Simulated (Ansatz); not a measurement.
# Two structures, one formula

The two ends of one reaction step of GaNH₆, closed shell (PBE0-D4/def2-TZVP).

A:

Ga1  (-0.438, 0.573, -0.653)
N2  (1.329, 0.382, -0.286)
H3  (-1.035, -0.364, -1.751)
H4  (-1.209, 1.668, 0.149)
H5  (-0.829, -1.449, 1.474)
H6  (-1.574, -1.465, 1.422)
H7  (1.931, -0.280, -0.746)
H8  (1.826, 0.935, 0.390)
(Å)

B:

```xyz
8
angstrom
Ga -1.0884 0.1344 -0.2468
N 0.9944 -0.1229 0.2256
H -0.9668 0.1309 -1.8238
H -1.3166 1.5227 0.4760
H 1.1336 -0.1477 1.2292
H -1.6456 -1.1680 0.4567
H 1.3456 -0.9898 -0.1648
H 1.5437 0.6405 -0.1520
```

Computed with Ansatz 0.2.0 (basis: def2-TZVPP); correlated methods freeze the cores. Filled d shells of the heavier atoms are correlated. The def2 sets are not built for correlating such inner shells, so the correlated values are less sure here. B3LYP uses VWN-RPA correlation.

**Question.** Which structure is lower at CCSD(T), and by how much? (An estimate is asked for; the value comes from the calculation.)

**Answer.** Computed: B, by 15.10 kcal/mol (electronic energy, against the other). By their contacts, A is a complex of GaNH₄ ([NH2][GaH2]) + H₂ and B is GaNH₆ ([NH3][GaH3]).

All methods give the same order:

```json
{"method": "SPW92", "E(B) − E(A) (kcal/mol)": "-19.12"}
{"method": "PBE-D4", "E(B) − E(A) (kcal/mol)": "-14.26"}
{"method": "BLYP-D4", "E(B) − E(A) (kcal/mol)": "-11.61"}
{"method": "r2SCAN-D4", "E(B) − E(A) (kcal/mol)": "-15.44"}
{"method": "B97M-V", "E(B) − E(A) (kcal/mol)": "-18.01"}
{"method": "PBE0-D4", "E(B) − E(A) (kcal/mol)": "-16.29"}
{"method": "B3LYP-D4", "E(B) − E(A) (kcal/mol)": "-13.70"}
{"method": "r2SCAN0-D4", "E(B) − E(A) (kcal/mol)": "-16.72"}
{"method": "BHLYP-D4", "E(B) − E(A) (kcal/mol)": "-15.88"}
{"method": "CAM-B3LYP-D4", "E(B) − E(A) (kcal/mol)": "-15.07"}
{"method": "wB97X-V", "E(B) − E(A) (kcal/mol)": "-15.29"}
{"method": "wB97M-V", "E(B) − E(A) (kcal/mol)": "-15.19"}
{"method": "B2PLYP", "E(B) − E(A) (kcal/mol)": "-13.66"}
{"method": "PBE-QIDH", "E(B) − E(A) (kcal/mol)": "-16.40"}
{"method": "RPA on PBE", "E(B) − E(A) (kcal/mol)": "-14.26"}
{"method": "HF", "E(B) − E(A) (kcal/mol)": "-15.89"}
{"method": "MP2", "E(B) − E(A) (kcal/mol)": "-13.57"}
{"method": "CCSD", "E(B) − E(A) (kcal/mol)": "-15.52"}
{"method": "CCSD(T)", "E(B) − E(A) (kcal/mol)": "-15.10"}
```

T1 diagnostic: at most 0.014.

Labels in which every atom is bracketed show which atoms are joined, not bond orders.

For scale, one of the runs: CCSD(T)/def2-TZVPP, 163 basis functions, launched by `ansatz run in.yaml --threads 2 --pin off --events-out ev --progress --plain --max-ram 4352MiB`. Hardware: 2 CPU threads of an Intel Xeon Platinum 8375C, shared host. Wall time 34 s; peak host memory 1.2 GiB.
